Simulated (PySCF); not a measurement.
**Zn²⁺: excitation energy**

Zn²⁺ [Ar] 3d10 (1S) → Zn²⁺ [Ar] 3d9 4p1 (high-spin determinant), as a difference of total energies. All numbers are calculated (PySCF 2.14, a scalar-relativistic core potential, in aug-cc-pVQZ-PP with ECP10MDF). Correlated levels: valence: 3s2 3p6 frozen. The calculations carry no spin-orbit coupling.

```json
{"method": "UHF", "excitation energy (eV)": "15.271"}
{"method": "LDA", "excitation energy (eV)": "17.337"}
{"method": "PBE", "excitation energy (eV)": "16.706"}
{"method": "PBE0", "excitation energy (eV)": "16.603"}
{"method": "r2SCAN", "excitation energy (eV)": "16.253"}
{"method": "BHandHLYP", "excitation energy (eV)": "16.304"}
{"method": "MN15", "excitation energy (eV)": "19.140"}
{"method": "TPSSh", "excitation energy (eV)": "16.683"}
{"method": "MP2 (valence)", "excitation energy (eV)": "17.840"}
{"method": "SCS-MP2 (valence)", "excitation energy (eV)": "17.618"}
```

**Question.** How much does correlation contribute at MP2 (valence)?

**Answer.** 17.840 − (15.271) = 2.569 eV, measured against UHF.

The determinant of the upper state mixes LS terms, which raises its energy above the lowest term, most at the Hartree-Fock and MP2 levels.
